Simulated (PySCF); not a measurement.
CH5BOS2.

```xyz
10

B      0.1163    -0.1369     0.0000
O      1.1800     0.6946     0.0000
C      1.0541     2.0958     0.0000
H      0.5153     2.4490    -0.8952
H      0.5153     2.4490     0.8952
H      2.0628     2.5302     0.0000
S      0.3959    -1.9320     0.0000
H      1.7430    -1.8375     0.0000
S     -1.5815     0.5333     0.0000
H     -2.2118    -0.6591     0.0000
```

Geometry: PBE0-D3(BJ)/def2-SVP. This is a generated structure with no PubChem entry under its InChIKey; it may be hypothetical. One conformer was computed; it need not be the lowest.

These are PBE0/pcSseg-1 run with PySCF values and carry that method's errors. Non-relativistic, no solvent.

Question: Give the absolute GIAO shielding of each atom: isotropic value and principal components (ppm). (Estimate from the structure and the level; the computed values follow.)

Answer: 
```json
[
 {"atom": "B1", "σ(iso)": "56.2", "σ11": "29.4", "σ22": "49.5", "σ33": "89.6", "span": "60.3"},
 {"atom": "O2", "σ(iso)": "192.9", "σ11": "30.9", "σ22": "211.6", "σ33": "336.4", "span": "305.5"},
 {"atom": "C3", "σ(iso)": "129.1", "σ11": "101.6", "σ22": "103.4", "σ33": "182.4", "span": "80.8"},
 {"atom": "H4", "σ(iso)": "27.6", "σ11": "23.8", "σ22": "25.9", "σ33": "33.3", "span": "9.5"},
 {"atom": "H5", "σ(iso)": "27.6", "σ11": "23.8", "σ22": "25.9", "σ33": "33.3", "span": "9.5"},
 {"atom": "H6", "σ(iso)": "27.4", "σ11": "23.2", "σ22": "25.5", "σ33": "33.6", "span": "10.4"},
 {"atom": "S7", "σ(iso)": "605.0", "σ11": "437.0", "σ22": "563.9", "σ33": "814.0", "span": "377.0"},
 {"atom": "H8", "σ(iso)": "28.9", "σ11": "22.2", "σ22": "26.1", "σ33": "38.6", "span": "16.4"},
 {"atom": "S9", "σ(iso)": "601.9", "σ11": "482.6", "σ22": "616.9", "σ33": "706.3", "span": "223.8"},
 {"atom": "H10", "σ(iso)": "29.2", "σ11": "22.2", "σ22": "28.1", "σ33": "37.3", "span": "15.1"}
]
```
